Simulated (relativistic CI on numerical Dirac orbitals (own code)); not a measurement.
Values are calculated unless marked as measured or tabulated.
Quantum defects of the ng series of Zr IV

Problem. The ng ²G levels with J = 9/2 of Zr IV lie at 5g: 206864.7, 6g: 228480.1, 7g: 241526.5, 8g: 249995.4 cm⁻¹ (measured levels as listed in Rauch et al., Astron. Astrophys. 599, A142 (2017)), and the ionisation limit at 277602.8 cm⁻¹ (NIST ASD). Find the quantum defects and predict 9g.

Working.
1. The outer electron sees the charge z = 4; R = 109736.65 cm⁻¹ for this mass. The binding energy T = limit − E defines n* = z√(R/T).
2. Values: 5g: T = 70738.1, n* = 4.9821, δ = n − n* = 0.0179; 6g: T = 49122.7, n* = 5.9785, δ = n − n* = 0.0215; 7g: T = 36076.3, n* = 6.9763, δ = n − n* = 0.0237; 8g: T = 27607.4, n* = 7.9749, δ = n − n* = 0.0251.
3. With δ held at 0.0251: E(9g) = limit − Rz²/(9 − δ)² = 255804.8 cm⁻¹.
4. The Ritz form δ = δ₀ + a/n*² through the last two members has a = -0.2975 and δ₀ = 0.0298, so with n* ≈ 9 − 0.0251, δ(9) = 0.0261 and E = 255800.0 cm⁻¹.

Check. The measured level is 255801.5 cm⁻¹ (δ = 0.0258), so the two predictions miss by 3.3 and -1.5 cm⁻¹. The defect is small because the centrifugal barrier keeps this electron outside the core, where mainly core polarisation acts.
